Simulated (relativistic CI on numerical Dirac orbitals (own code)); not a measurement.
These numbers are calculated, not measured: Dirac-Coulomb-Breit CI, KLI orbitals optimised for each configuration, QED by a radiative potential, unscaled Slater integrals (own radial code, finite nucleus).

The strongest absorption lines from the ground level of an ion, among the configurations computed and to levels below about 26800 eV (vacuum wavelength in nm, gf): 0.04635 (0.011), 0.04692 (0.02), 0.04801 (0.041), 0.04806 (0.015), 0.05054 (0.11), 0.05066 (0.04), 0.05944 (0.55), 0.06002 (0.21).

(1) Which ion is it?
A. I LII
B. In XLVIII
C. Rh XLIV
D. Rh XLII

Results:

(1) C. Rh XLIV has 2 electrons and the ground level 1s2 1S_0; the strongest line goes to 1s 2p 1P°_1. The pattern of lines fixes the number of electrons, and along that sequence the line energies rise steadily with the charge (about as its square where n changes within one kind of shell, about linearly where n is kept but much faster in heavy ions where fine structure, which grows about as Z⁴, sets the gap, and irregularly where shells cross), which fixes Z. Configurations outside the model, such as inner-shell arrays, can give stronger lines. At this charge energies of transitions that change n are usually good to better than 1 %, and those within a shell (Δn = 0) to a few per cent.

LS names give the leading component of a level, which can be under half, so a name can repeat, a term be missing and a line seem to break the LS rules.
